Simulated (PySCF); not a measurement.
C4H4. Atoms are numbered in the order given.

```xyz
8

C      0.1746    -1.9279     0.0000
C     -0.1153    -0.7359     0.0000
C     -0.4906     0.6372     0.0000
C      0.3755     1.6773     0.0000
H      0.4399    -2.9757     0.0000
H     -1.5774     0.8410     0.0000
H      1.4646     1.5171     0.0000
H      0.0076     2.7142     0.0000
```

Geometry optimised at PBE-D3(BJ)/def2-SVP.

All values below come from PySCF with PBE/def2-TZVPD.

Isolated molecule, no solvent.

Q: Estimate the frontier levels, gap, dipole moment and polarisability. (The exact figures need the calculation; the answer reports its results.)

A: 
```yaml
highest_occupied_level: -6.12 eV
lowest_empty_level: -2.10 eV
orbital_gap: 4.02 eV
dipole_moment: 0.37 D
quadrupole, principal values (traceless, Buckingham form, about the centre of nuclear charge): -6.04, -0.99, 7.04 D·Å
mean_static_polarisability: 54.2 bohr³ (8.03 Å³)
polarisability_principal_values: 34.4, 43.2, 85.0 bohr³
```
